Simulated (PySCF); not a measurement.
## Te³⁺ (tellurium, charge +3) across methods

[Kr] 4d10 5s2 5p1, 2P determinant. Computed with PySCF 2.14 in x2c-TZVPPall with one added diffuse shell each of s, p, d, f type (9s7p5d3f, 76 functions), with scalar relativity by spin-free X2C-1e.

| method | E (hartree) | mean ε 5s α (eV) | mean ε 5s β (eV) | mean ε 5p α (eV) | Σ⟨r²⟩ (bohr²) | ⟨S²⟩ |
| --- | --- | --- | --- | --- | --- | --- |
| LDA | -6785.30 | -43.435 | -42.667 | -32.176 | 32.77 | 0.750 |
| UHF | -6788.90599 | -47.851 | -45.202 | -36.435 | 33.17 | 0.757 |
| PBE0 | -6791.31 | -44.487 | -43.203 | -33.353 | 32.85 | 0.752 |
| HSE06 | -6791.23 | -44.089 | -42.896 | -32.913 | 32.86 | 0.752 |
| LC-wPBE | -6791.18 | -47.603 | -46.100 | -36.271 | 32.79 | 0.753 |
| PBE | -6791.23 | -43.038 | -42.152 | -32.064 | 32.83 | 0.751 |
| wB97M-V | -6791.22 | -46.926 | -45.599 | -35.563 | 32.92 | 0.752 |
| r2SCAN | -6791.67 | -43.351 | -42.222 | -32.433 | 32.84 | 0.753 |
| TPSSh | -6791.39 | -43.613 | -42.406 | -32.655 | 32.84 | 0.752 |
